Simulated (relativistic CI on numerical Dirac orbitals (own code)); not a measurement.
## Calculated levels, Yb42+

Method of calculation: Dirac-Coulomb-Breit CI, KLI orbitals optimised for each configuration, QED by a radiative potential, unscaled Slater integrals (own radial code, finite nucleus).

Configuration list (outside the closed core [Ne]): 3s2.3p6.3d10, 3s2.3p6.3d9.4s, 3s2.3p6.3d9.4p, 3s2.3p6.3d9.4d, 3s2.3p5.3d10.4s, 3s2.3p6.3d9.4f, 3s2.3p5.3d10.4p, 3s2.3p6.3d8.4s2, 3s2.3p5.3d10.4d, 3s2.3p6.3d8.4s.4p, 3s.3p6.3d10.4s, 3s2.3p6.3d9.5s, 3s2.3p6.3d8.4p2, 3s2.3p5.3d10.4f, 3s2.3p6.3d8.4s.4d, 3s2.3p6.3d9.5p, 3s.3p6.3d10.4p, 3s2.3p6.3d9.5d, 3s2.3p5.3d9.4s2, 3s2.3p6.3d8.4p.4d, 3s2.3p6.3d9.5f, 3s2.3p6.3d9.5g, 3s2.3p5.3d9.4s.4p, 3s.3p6.3d10.4d, 3s2.3p6.3d8.4d2, 3s2.3p5.3d9.4p2, 3s2.3p5.3d9.4s.4d, 3s.3p6.3d10.4f, 3s2.3p6.3d9.6s, 3s.3p6.3d9.4s2, 3s2.3p5.3d10.5s, 3s2.3p6.3d9.6p, 3s2.3p4.3d10.4s2, 3s2.3p5.3d9.4p.4d, 3s2.3p6.3d9.6d, 3s2.3p5.3d10.5p. Levels of other configurations are missing.

| No. | Configuration | Term | J | E (eV) | % | Lifetime (s) | jj configuration (%) |
| --- | --- | --- | --- | --- | --- | --- | --- |
| 1 | 3s2.3p6.3d10 | 1S | 0 | 0.00 | 100 |  | closed (100) |
| 2 | 3s2.3p6.3d9.4s | 3D | 3 | 1339.32 | 100 |  | 3d5/2^5 4s (100) |
| 3 | 3s2.3p6.3d9.4s | 1D | 2 | 1341.03 | 57 | 2.67e-10 | 3d5/2^5 4s (100) |
| 4 | 3s2.3p6.3d9.4s | 3D | 1 | 1389.97 | 100 | 9.43e-07 | 3d3/2^3 3d5/2^6 4s (100) |
| 5 | 3s2.3p6.3d9.4s | 3D | 2 | 1391.10 | 57 | 3.48e-10 | 3d3/2^3 3d5/2^6 4s (100) |
| 6 | 3s2.3p6.3d9.4p | 3P° | 2 | 1426.43 | 53 | 2.56e-11 | 3d5/2^5 4p1/2 (100) |
| 7 | 3s2.3p6.3d9.4p | 3F° | 3 | 1427.58 | 46 | 2.49e-11 | 3d5/2^5 4p1/2 (100) |
| 8 | 3s2.3p6.3d9.4p | 3F° | 2 | 1477.17 | 78 | 2.49e-11 | 3d3/2^3 3d5/2^6 4p1/2 (100) |
| 9 | 3s2.3p6.3d9.4p | 3D° | 1 | 1480.24 | 50 | 2.19e-13 | 3d3/2^3 3d5/2^6 4p1/2 (99) |
| 10 | 3s2.3p6.3d9.4p | 3F° | 4 | 1503.12 | 100 | 3.62e-12 | 3d5/2^5 4p3/2 (100) |
| 11 | 3s2.3p6.3d9.4p | 1D° | 2 | 1505.00 | 51 | 3.63e-12 | 3d5/2^5 4p3/2 (99) |
| 12 | 3s2.3p6.3d9.4p | 1P° | 1 | 1505.97 | 64 | 1.03e-13 | 3d5/2^5 4p3/2 (98) |
| 13 | 3s2.3p6.3d9.4p | 3D° | 3 | 1507.89 | 72 | 3.36e-12 | 3d5/2^5 4p3/2 (100) |
| 14 | 3s2.3p6.3d9.4p | 3P° | 0 | 1550.64 | 100 | 3.87e-12 | 3d3/2^3 3d5/2^6 4p3/2 (100) |
| 15 | 3s2.3p6.3d9.4p | 3D° | 1 | 1554.96 | 46 | 7.23e-13 | 3d3/2^3 3d5/2^6 4p3/2 (99) |
| 16 | 3s2.3p6.3d9.4p | 3F° | 3 | 1555.14 | 52 | 3.58e-12 | 3d3/2^3 3d5/2^6 4p3/2 (100) |
| 17 | 3s2.3p6.3d9.4p | 3D° | 2 | 1557.66 | 54 | 3.41e-12 | 3d3/2^3 3d5/2^6 4p3/2 (100) |
| 18 | 3s2.3p6.3d9.4d | 3S | 1 | 1634.15 | 48 | 1.92e-12 | 3d5/2^5 4d3/2 (95) |
| 19 | 3s2.3p6.3d9.4d | 3G | 4 | 1638.87 | 52 | 1.69e-12 | 3d5/2^5 4d3/2 (100) |
| 20 | 3s2.3p6.3d9.4d | 3D | 2 | 1640.14 | 50 | 1.68e-12 | 3d5/2^5 4d3/2 (98) |
| 21 | 3s2.3p6.3d9.4d | 3F | 3 | 1642.31 | 48 | 1.62e-12 | 3d5/2^5 4d3/2 (99) |
| 22 | 3s2.3p6.3d9.4d | 1P | 1 | 1652.55 | 57 | 4.18e-12 | 3d5/2^5 4d5/2 (96) |
| 23 | 3s2.3p6.3d9.4d | 3G | 5 | 1654.02 | 100 | 3.93e-12 | 3d5/2^5 4d5/2 (100) |
| 24 | 3s2.3p6.3d9.4d | 3D | 3 | 1657.64 | 59 | 3.83e-12 | 3d5/2^5 4d5/2 (99) |
| 25 | 3s2.3p6.3d9.4d | 1D | 2 | 1658.73 | 48 | 3.47e-12 | 3d5/2^5 4d5/2 (98) |
| 26 | 3s2.3p6.3d9.4d | 3F | 4 | 1659.39 | 81 | 3.70e-12 | 3d5/2^5 4d5/2 (100) |
| 27 | 3s2.3p6.3d9.4d | 3P | 0 | 1670.33 | 92 | 2.62e-12 | 3d5/2^5 4d5/2 (68) |
| 28 | 3s2.3p6.3d9.4d | 3D | 1 | 1688.62 | 49 | 1.80e-12 | 3d3/2^3 3d5/2^6 4d3/2 (98) |
| 29 | 3s2.3p6.3d9.4d | 3G | 3 | 1689.02 | 82 | 1.67e-12 | 3d3/2^3 3d5/2^6 4d3/2 (99) |
| 30 | 3s2.3p6.3d9.4d | 3F | 2 | 1694.34 | 65 | 1.58e-12 | 3d3/2^3 3d5/2^6 4d3/2 (100) |

Energies count from the lowest computed level; ° marks odd parity; lifetimes are radiative, by E1, M1, E2, M2 decay to levels of this space only; some are left blank where a channel outside the calculation adds to the decay or the decay crosses a small, uncertain gap. Filled j subshells are mostly left out of the jj labels.

The mean weight of the leading LS term, summed over parents, in these 30 levels is 67 %, and that of the leading jj configuration (from the same eigenvectors) 98 %, so jj coupling describes them better and the LS labels are nominal.

At this charge energies of transitions that change n are usually good to better than 1 %, and those within a shell (Δn = 0) to a few per cent.

LS names give the leading component of a level, which can be under half, so a name can repeat, a term be missing and a line seem to break the LS rules.
